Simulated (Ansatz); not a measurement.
`FC#C[SiH3]` and `[SiH3]C#CC=S` differ in one atom or group.

Ansatz, PBE0-D4/def2-TZVP geometries, multiplicity 1. 

```json
{"property": "HOMO energy (B3LYP/def2-TZVPP) / eV", "`FC#C[SiH3]`": "-7.97"}
{"property": "HOMO–LUMO gap (B3LYP/def2-TZVPP) / eV", "`FC#C[SiH3]`": "8.04"}
{"property": "LUMO energy (ωB97M-V/def2-TZVPP) / eV", "`FC#C[SiH3]`": "2.19"}
{"property": "size of the dipole moment (ωB97M-V/def2-TZVPP) / D", "`FC#C[SiH3]`": "0.03"}
{"property": "size of the dipole moment (PBE/def2-TZVPP) / D", "`FC#C[SiH3]`": "0.18"}
{"property": "HOMO–LUMO gap (PBE0/def2-TZVPP) / eV", "`FC#C[SiH3]`": "8.49"}
```

Problem. What does the change do to each property? (Estimate.)

Solution. The calculation gave: 
```json
{"property": "HOMO energy (B3LYP/def2-TZVPP) / eV", "`[SiH3]C#CC=S`": "-6.61", "shift": "1.36"}
{"property": "HOMO–LUMO gap (B3LYP/def2-TZVPP) / eV", "`[SiH3]C#CC=S`": "3.25", "shift": "-4.79"}
{"property": "LUMO energy (ωB97M-V/def2-TZVPP) / eV", "`[SiH3]C#CC=S`": "-1.17", "shift": "-3.36"}
{"property": "size of the dipole moment (ωB97M-V/def2-TZVPP) / D", "`[SiH3]C#CC=S`": "1.82", "shift": "1.79"}
{"property": "size of the dipole moment (PBE/def2-TZVPP) / D", "`[SiH3]C#CC=S`": "2.03", "shift": "1.85"}
{"property": "HOMO–LUMO gap (PBE0/def2-TZVPP) / eV", "`[SiH3]C#CC=S`": "3.66", "shift": "-4.83"}
```

With PBE0 the HOMO rises by 1.34 eV and the LUMO falls by 3.49 eV, so the gap narrows by about 4.83 eV. PBE moves the HOMO by 1.34 eV and ωB97M-V by 1.32 eV. Dipoles are sizes alone; their direction can turn.

B3LYP here is the variant with VWN-RPA as its local correlation; programs differ in this.
